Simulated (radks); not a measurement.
Results of a calculation; reference values are marked as such.
All-electron atom: La+ in [Xe] 5d2.

Code: a radial shooting solver on a logarithmic mesh with Libxc functionals. Model: Dirac Kohn-Sham, LDA (Slater exchange, Perdew-Wang correlation), spin-unpolarised, spherical densities, point nucleus; open shells fill j = l - 1/2 first.

Energy parts (Ry):
| part | energy |
|---|---|
| total | -16981.7284 |
| kinetic | 18169.9046 |
| electron-nucleus | -41313.2123 |
| Hartree | 6556.2821 |
| exchange-correlation | -394.7028 |

Orbitals (lengths in bohr, moments of r in powers of bohr; r(max) is where P^2 peaks; r(90%) holds 90 % of the orbital's charge):
| orbital | occ. | eigenvalue (Ry) | <1/r> | <r^4> | r(max) | r(90%) | small-component weight |
|---|---|---|---|---|---|---|---|
| 1s1/2 | 2 | -2843.163 | 61.97 | 1.923e-06 | 0.01609 | 0.0452 | 4.44e-02 |
| 2s1/2 | 2 | -452.7281 | 14.58 | 0.0003185 | 0.09117 | 0.166 | 9.60e-03 |
| 2p1/2 | 2 | -427.1724 | 14.57 | 0.0002008 | 0.06951 | 0.148 | 9.65e-03 |
| 2p3/2 | 4 | -396.8465 | 13.24 | 0.0002483 | 0.07468 | 0.156 | 9.09e-03 |
| 3s1/2 | 2 | -97.01525 | 5.246 | 0.01315 | 0.2609 | 0.419 | 2.92e-03 |
| 3p1/2 | 2 | -86.22030 | 5.162 | 0.01228 | 0.2474 | 0.413 | 2.86e-03 |
| 3p3/2 | 4 | -80.31317 | 4.832 | 0.01443 | 0.2587 | 0.430 | 2.71e-03 |
| 3d3/2 | 4 | -61.33524 | 4.698 | 0.01117 | 0.2081 | 0.404 | 2.59e-03 |
| 3d5/2 | 6 | -60.07007 | 4.614 | 0.01174 | 0.2113 | 0.409 | 2.55e-03 |
| 4s1/2 | 2 | -19.78444 | 2.174 | 0.3410 | 0.6086 | 0.941 | 8.99e-04 |
| 4p1/2 | 2 | -15.81282 | 2.071 | 0.4025 | 0.6189 | 0.983 | 8.34e-04 |
| 4p3/2 | 4 | -14.54660 | 1.962 | 0.4713 | 0.6434 | 1.02 | 7.83e-04 |
| 4d3/2 | 4 | -8.02519 | 1.742 | 0.7430 | 0.6674 | 1.15 | 6.42e-04 |
| 4d5/2 | 6 | -7.80556 | 1.716 | 0.7815 | 0.6755 | 1.16 | 6.28e-04 |
| 5s1/2 | 2 | -3.14800 | 0.8550 | 11.05 | 1.406 | 2.24 | 2.01e-04 |
| 5p1/2 | 2 | -2.06884 | 0.7516 | 18.91 | 1.541 | 2.57 | 1.59e-04 |
| 5p3/2 | 4 | -1.88323 | 0.7120 | 22.90 | 1.610 | 2.70 | 1.46e-04 |
| 5d3/2 | 2 | -0.54498 | 0.4531 | 172.0 | 2.237 | 4.48 | 6.04e-05 |
| 5d5/2 | 0 | -0.53084 | 0.4444 | 184.6 | 2.277 | 4.56 | 5.82e-05 |

The highest occupied level is 5d3/2 at -7.415 eV. Summed over all electrons, <r^2> = 60.08 bohr^2, which gives a Langevin (diamagnetic) susceptibility term of -47.6 x 10^-6 cm^3/mol. For comparison, the ionisation energy in NIST's Atomic Spectra Database is 11.185 eV (measured). In exact Kohn-Sham theory the highest level is minus the ionisation energy, but local and semilocal functionals leave it too shallow, through self-interaction and a potential that decays too fast; potentials with the right tail come closer. The density falls to 0.001 e/bohr^3 at r = 4.41 bohr.

Beside tabulated values, note that spin-unpolarised runs miss the spin-polarisation part of the exchange energy of open shells.
